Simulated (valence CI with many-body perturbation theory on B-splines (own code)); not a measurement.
# Level structure of Eu14+

Calculated by configuration interaction combined with many-body perturbation theory (CI+MBPT): three valence electrons over a frozen Dirac-Fock core [Kr] 4d10, radial functions for each j: 7 s, 7 p, 7 d, 7 f, 4 g, 2 h, with the one-electron correlation potential Σ1 (screened to all orders), the two-electron term Σ2, the three-electron term Σ3, Breit, model QED; selected single and double excitations, second order for the rest, scaled by the run's own slope (own B-spline code, finite nucleus).

No measured levels were compared; by estimate terms of the open shell hold to a few per cent of their energy, and close levels can change places; configurations with another count of f electrons can be misplaced by thousands of cm⁻¹.

Levels 136 to 180 of 201, with energies above the lowest level, (4f5/2^2 5s) J=7/2. "Leading %" is the weight of the configuration and term that name the level; weights of strongly mixed levels are sums over their largest components and can fall short. In the jj column 3d3/2^4 stands for four electrons in 3d with j = 3/2. Lifetimes count E1, E2, E3, M1 and M2 decay at the calculated energies, and are blank where another channel may lead or the interval is too uncertain; long ones can be off by a factor of two.

| No. | Configuration | Term | J | E (cm⁻¹) | Leading % | g | Lifetime | Second component | Leading jj |
| --- | --- | --- | --- | --- | --- | --- | --- | --- | --- |
| 136 | 4f2.5p | 2F° | 7/2 | 303420 | 43 | 1.056 | 71.3 ps | 36 % 4f2.5p 2G° | 4f7/2^2 5p3/2 (57 %) |
| 137 | 4f2.5p | 2G° | 9/2 | 305590 | 75 | 1.139 | 69.7 ps | 14 % 4f2.5p 4F° | 4f7/2^2 5p3/2 (70 %) |
| 138 | 4f2.5p | 2D° | 3/2 | 308720 | 40 | 1.225 | 75.0 ps | 21 % 4f2.5p 2P° | 4f5/2 4f7/2 5p3/2 (50 %) |
| 139 | 4f2.5p | 2I° | 13/2 | 308910 | 54 | 1.010 | 77.7 ps | 46 % 4f2.5p 2K° | 4f5/2 4f7/2 5p3/2 (82 %) |
| 140 | 4f2.5p | 4P° | 1/2 | 310090 | 50 | 2.204 | 83.7 ps | 41 % 4f2.5p 2S° | 4f5/2 4f7/2 5p3/2 (60 %) |
| 141 | 4f.5s.5p | 2D | 3/2 | 311240 | 83 | 0.832 | 5.21 ns | 12 % 4f.5s.5p 4D | 4f7/2 5s 5p3/2 (97 %) |
| 142 | 4f2.5p | 2F° | 7/2 | 312100 | 74 | 1.176 | 70.3 ps | 15 % 4f2.5p 4D° | 4f5/2 4f7/2 5p3/2 (60 %) |
| 143 | 4f2.5p | 4P° | 3/2 | 313730 | 42 | 1.557 | 73.8 ps | 25 % 4f2.5p 4S° | 4f7/2^2 5p3/2 (42 %) |
| 144 | 4f2.5p | 2H° | 11/2 | 316870 | 64 | 1.032 | 73.8 ps | 35 % 4f2.5p 2I° | 4f5/2 4f7/2 5p3/2 (69 %) |
| 145 | 4f2.5p | 2D° | 5/2 | 317300 | 66 | 1.145 | 69.2 ps | 23 % 4f2.5p 2F° | 4f5/2 4f7/2 5p3/2 (40 %) |
| 146 | 4f2.5p | 4D° | 7/2 | 320540 | 77 | 1.360 | 71.3 ps | 20 % 4f2.5p 2F° | 4f7/2^2 5p3/2 (77 %) |
| 147 | 4f2.5p | 4D° | 5/2 | 321530 | 43 | 1.387 | 70.3 ps | 30 % 4f2.5p 4P° | 4f5/2 4f7/2 5p3/2 (93 %) |
| 148 | 4f2.5p | 2P° | 1/2 | 323000 | 82 | 0.759 | 95.9 ps | 7 % 5s2.5p 2P° | 4f7/2^2 5p1/2 (31 %) |
| 149 | 4f2.5p | 2K° | 15/2 | 323480 | 99 | 1.066 | 70.5 ps |  | 4f5/2 4f7/2 5p3/2 (81 %) |
| 150 | 4f2.5p | 2D° | 3/2 | 325640 | 67 | 0.944 | 71.2 ps | 17 % 4f2.5p 4D° | 4f5/2^2 5p3/2 (41 %) |
| 151 | 4f.5s.5p | 2F | 5/2 | 325990 | 81 | 0.891 | 40.5 ps | 11 % 4f.5s.5p 2D | 4f5/2 5s 5p3/2 (90 %) |
| 152 | 4f2.5p | 2D° | 5/2 | 329820 | 50 | 1.374 | 69.6 ps | 45 % 4f2.5p 4P° | 4f7/2^2 5p3/2 (61 %) |
| 153 | 4f2.5p | 2H° | 9/2 | 330800 | 99 | 0.909 | 67.3 ps |  | 4f5/2 4f7/2 5p3/2 (79 %) |
| 154 | 4f.5s.5p | 2F | 7/2 | 332040 | 75 | 1.115 | 38.4 ps | 9 % 4f.5s.5p 2G | 4f7/2 5s 5p3/2 (66 %) |
| 155 | 4f2.5p | 2P° | 3/2 | 335200 | 61 | 1.283 | 69.6 ps | 19 % 4f2.5p 2D° | 4f5/2 4f7/2 5p3/2 (48 %) |
| 156 | 4f2.5p | 2P° | 1/2 | 336340 | 88 | 0.668 | 70.5 ps | 8 % 4f2.5p 4D° | 4f5/2 4f7/2 5p3/2 (77 %) |
| 157 | 4f.5s.5p | 2G | 7/2 | 337080 | 83 | 0.926 | 36.5 ps | 11 % 4f.5s.5p 2F | 4f5/2 5s 5p3/2 (64 %) |
| 158 | 4f.5s.5p | 2D | 3/2 | 340100 | 92 | 0.788 | 34.3 ps | 4 % 4f.5s.5p 4F | 4f5/2 5s 5p3/2 (89 %) |
| 159 | 4f.5s.5p | 2G | 9/2 | 342040 | 91 | 1.120 | 35.4 ps | 5 % 4f.5s.5p 4G | 4f7/2 5s 5p3/2 (90 %) |
| 160 | 4f.5s.5p | 2D | 5/2 | 347250 | 90 | 1.191 | 34.3 ps |  | 4f7/2 5s 5p3/2 (87 %) |
| 161 | 5s2.5p | 2P° | 3/2 | 356250 | 70 | 1.331 | 318 ps | 27 % 4f2.5p 2P° | 5s^2 5p3/2 (70 %) |
| 162 | 4f2.5p | 2P° | 3/2 | 378870 | 68 | 1.332 | 89.6 ps | 28 % 5s2.5p 2P° | 4f7/2^2 5p3/2 (47 %) |
| 163 | 4f.5p2 | 4G° | 5/2 | 458040 | 39 | 0.842 | 68.0 ps | 20 % 4f.5p2 2F° | 4f5/2 5p1/2^2 (94 %) |
| 164 | 4f.5p2 | 4D° | 7/2 | 467850 | 24 | 1.154 | 66.8 ps | 19 % 4f.5p2 2F° | 4f7/2 5p1/2^2 (93 %) |
| 165 | 5s.5p2 | 4P | 1/2 | 494690 | 80 | 2.478 | 774 ps | 15 % 5s.5p2 2S | 5s 5p1/2^2 (84 %) |
| 166 | 4f.5p2 | 2G° | 7/2 | 507020 | 58 | 0.929 | 63.2 ps | 37 % 4f.5p2 4G° | 4f5/2 5p1/2 5p3/2 (94 %) |
| 167 | 4f.5p2 | 4G° | 5/2 | 507170 | 43 | 0.947 | 45.1 ps | 37 % 4f.5p2 2D° | 4f5/2 5p1/2 5p3/2 (97 %) |
| 168 | 4f.5p2 | 4D° | 7/2 | 513970 | 45 | 1.196 | 49.0 ps | 24 % 4f.5p2 4G° | 4f7/2 5p1/2 5p3/2 (63 %) |
| 169 | 4f.5p2 | 4F° | 3/2 | 514010 | 39 | 0.781 | 43.8 ps | 34 % 4f.5p2 4D° | 4f5/2 5p1/2 5p3/2 (98 %) |
| 170 | 4f.5p2 | 4G° | 9/2 | 515060 | 47 | 1.097 | 66.0 ps | 28 % 4f.5p2 2G° | 4f5/2 5p1/2 5p3/2 (57 %) |
| 171 | 4f.5p2 | 2F° | 5/2 | 516760 | 63 | 0.924 | 79.5 ps | 25 % 4f.5p2 4F° | 4f5/2 5p1/2 5p3/2 (90 %) |
| 172 | 4f.5p2 | 4D° | 5/2 | 519300 | 47 | 1.256 | 51.8 ps | 40 % 4f.5p2 2D° | 4f7/2 5p1/2 5p3/2 (93 %) |
| 173 | 4f.5p2 | 4F° | 9/2 | 520860 | 43 | 1.221 | 48.2 ps | 28 % 4f.5p2 2G° | 4f7/2 5p1/2 5p3/2 (93 %) |
| 174 | 4f.5p2 | 2F° | 7/2 | 522460 | 46 | 1.130 | 63.5 ps | 29 % 4f.5p2 4F° | 4f7/2 5p1/2 5p3/2 (80 %) |
| 175 | 4f.5p2 | 2D° | 3/2 | 522840 | 42 | 0.794 | 62.9 ps | 30 % 4f.5p2 4F° | 4f5/2 5p1/2 5p3/2 (93 %) |
| 176 | 4f.5p2 | 4D° | 1/2 | 524550 | 58 | 0.275 | 55.8 ps | 39 % 4f.5p2 2P° | 4f5/2 5p1/2 5p3/2 (90 %) |
| 177 | 4f.5p2 | 2H° | 11/2 | 526310 | 49 | 1.176 | 65.7 ps | 47 % 4f.5p2 4G° | 4f7/2 5p1/2 5p3/2 (93 %) |
| 178 | 4f.5p2 | 2F° | 7/2 | 526630 | 48 | 1.042 | 56.8 ps | 40 % 4f.5p2 2G° | 4f5/2 5p1/2 5p3/2 (49 %) |
| 179 | 4f.5p2 | 2G° | 9/2 | 527070 | 56 | 1.039 | 77.4 ps | 35 % 4f.5p2 2H° | 4f7/2 5p1/2 5p3/2 (62 %) |
| 180 | 4f.5p2 | 2D° | 3/2 | 533240 | 49 | 1.004 | 60.1 ps | 32 % 4f.5p2 2P° | 4f7/2 5p1/2 5p3/2 (90 %) |

Where two levels of one J and parity lie close, their mixing, g and order are uncertain.
